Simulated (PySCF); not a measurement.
Working out the excitation energy of B²⁺

B²⁺ [He] 2s1 (2S) → B²⁺ [He] 3d1 (2D). All numbers are calculated (PySCF 2.14, no relativity, point nucleus, in aug-cc-pwCVDZ (5s4p2d, 27 functions)). Frozen: nothing. Energies in hartree (1 hartree = 27.21139 eV):

```csv
part,B²⁺ (lower),B²⁺ (upper)
UHF,-23.374410,-22.480430
MP2 opposite-spin,-0.024067,-0.023365
MP2 same-spin,-0.000761,-0.000042
```

What does Hartree-Fock give?

(-22.480430) − (-23.374410) = 0.893980 hartree = 24.326 eV.

What do MP2 and SCS-MP2 (6/5 opposite-spin, 1/3 same-spin) give?

The opposite-spin parts differ by 0.019 eV and the same-spin parts by 0.020 eV. MP2: 24.326 + (0.019) + (0.020) = 24.365 eV. SCS-MP2: 24.326 + 1.2 × (0.019) + (0.020)/3 = 24.355 eV.

A double-zeta basis recovers only part of the correlation energy.
